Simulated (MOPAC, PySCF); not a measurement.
C4H8O, SMILES `C1OCCC1`, neutral singlet in the gas phase. 

Z-matrix (Å, degrees):
```
C
H 1 1.0910
H 1 1.0937 2 108.15
C 1 1.5203 2 112.78 3 122.46
H 4 1.0935 1 113.14 2 -87.49
H 4 1.0984 5 108.08 1 -123.31
O 4 1.4196 5 108.82 6 -118.74
C 7 1.4196 4 110.05 5 -134.42
H 8 1.0935 7 108.82 4 -134.42
H 8 1.0984 9 108.08 7 118.74
C 8 1.5203 9 113.14 10 123.31
H 11 1.0910 8 112.78 9 -87.49
H 11 1.0937 12 108.15 8 -122.46
```
Charge 0, multiplicity 1.

All levels are single points at this geometry (PBE0-D4/def2-TZVP); Pople sets use spherical d functions. Orbital energies aren't observables, and empty levels follow the basis.

```
level                            HOMO (eV)  LUMO (eV)  gap (eV)  dipole (D)  vertical IE, Delta-SCF (eV)
-------------------------------  ---------  ---------  --------  ----------  ---------------------------
B3LYP-D3(BJ)/def2-TZVP in PySCF      -6.80       0.84      7.63        1.79                         9.35
PBE-D3(BJ)/def2-TZVP in PySCF        -5.43       0.38      5.81        1.69                         9.07
PBE0-D4/def2-TZVP in PySCF           -7.02       1.19      8.21        1.77                         9.32
B3LYP/3-21G in PySCF                 -6.10       2.96      9.06        1.90                            –
B3LYP/6-31G* in PySCF                -6.45       2.39      8.84        1.76                         9.16
BP86/6-31G* in PySCF                 -5.17       1.73      6.90        1.68                            –
PBE/6-31G* in PySCF                  -5.04       1.78      6.82        1.67                         8.87
SVWN5/6-31G* in PySCF                -5.10       1.57      6.67        1.73                         8.97
HF/3-21G in PySCF                   -10.68       6.94     17.62        2.24                            –
HF/STO-3G in PySCF                   -8.62      14.46     23.08        1.61                            –
AM1 in MOPAC                        -10.27       3.03     13.31        1.86                            –
PM3 in MOPAC                        -10.31       3.13     13.45        1.66                            –
PM7 in MOPAC                         -9.69       2.40     12.08        2.01                            –
```
